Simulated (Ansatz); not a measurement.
A CCSD(T) single point on C$_{2}$H$_{7}$NSn, SMILES `C[N]1[CH2][SnH2]1`.

```yaml
crystal:
  periodic: [false, false, false]
  atoms:
    - {symbol: C, position_ang: [-0.941118, 1.081812, 0.015095]}
    - {symbol: N, position_ang: [0.310506, 0.501563, 0.444080]}
    - {symbol: C, position_ang: [0.254191, -0.538274, 1.189004]}
    - {symbol: Sn, position_ang: [1.034511, -1.629538, -1.076717]}
    - {symbol: H, position_ang: [-1.798415, 0.403994, 0.121509]}
    - {symbol: H, position_ang: [-1.117517, 1.970182, 0.630468]}
    - {symbol: H, position_ang: [-0.862304, 1.410751, -1.019464]}
    - {symbol: H, position_ang: [-0.687435, -1.007168, 1.500256]}
    - {symbol: H, position_ang: [1.172839, -0.913860, 1.639166]}
    - {symbol: H, position_ang: [2.545584, -0.744495, -1.231296]}
    - {symbol: H, position_ang: [0.154459, -0.591769, -2.191503]}
basis:
  gaussian: {orbitals: def2-TZVPP}
correlation: {method: ccsd_t}
output: {orbitals: {seedname: orbitals}}
```

```sh
$ ansatz run in.yaml --threads 4 --pin off --events-out ev --progress --plain
```

Output of Ansatz, abridged:

```
Functional definition: HF
1580 factors; integrals over basis functions are off by at most 9.1e-4 eV
mean field evaluation 1: about -9454.7216 eV, gradient 3.2e1 eV
mean field evaluation 2: about -9454.9518 eV, gradient 3.2e1 eV
mean field evaluation 4: about -9458.2079 eV, gradient 4.9e0 eV
mean field evaluation 8: about -9458.3289 eV, gradient 5.2e-1 eV
mean field evaluation 16: about -9458.3329 eV, gradient 2.7e-6 eV
mean field -9458.33290462 eV, -347.5873231564 hartree, gradient 2.7e-6 eV, S^2 0.000000; 1 other end points of the search recorded, 0 dependent functions left out; unrestricted orbitals would lower it
7 core orbitals not correlated: weight in the atoms' cores, before any rotation towards them, 1.000 or more for the frozen orbitals, at most 0.000 for the correlated occupied ones
reference -9458.33290462 eV, -347.5873231564 hartree; 17, 17 occupied and 217, 217 virtual orbitals, 1580 factors
second order -23.93787813 eV of doubles, -0.00000000 eV of singles
cycle   1  -23.93524601 eV  change    2.6e-3 eV  update   1.2e-1
cycle   2  -24.61827228 eV  change   -6.8e-1 eV  update   3.7e-2
cycle   3  -24.74557607 eV  change   -1.3e-1 eV  update   2.1e-2
cycle   4  -24.73524109 eV  change    1.0e-2 eV  update   6.4e-3
cycle   5  -24.73286631 eV  change    2.4e-3 eV  update   4.1e-3
cycle   6  -24.73386089 eV  change   -9.9e-4 eV  update   1.7e-3
cycle   7  -24.73339830 eV  change    4.6e-4 eV  update   1.0e-3
cycle   8  -24.73338193 eV  change    1.6e-5 eV  update   3.9e-4
cycle   9  -24.73350326 eV  change   -1.2e-4 eV  update   1.4e-4
cycle  10  -24.73347281 eV  change    3.0e-5 eV  update   4.4e-5
cycle  11  -24.73349295 eV  change   -2.0e-5 eV  update   2.1e-5
perturbative correction -0.96327853 eV, -0.0353998329 hartree
Total energy: -9484.02967609 eV, -348.5316620902 hartree
```

Run time 100 s (4 threads of a server CPU on a shared host); peak host memory 5.2 GiB.

Correlation energy per correlated electron: -0.756 eV. T1 diagnostic: 0.0148.
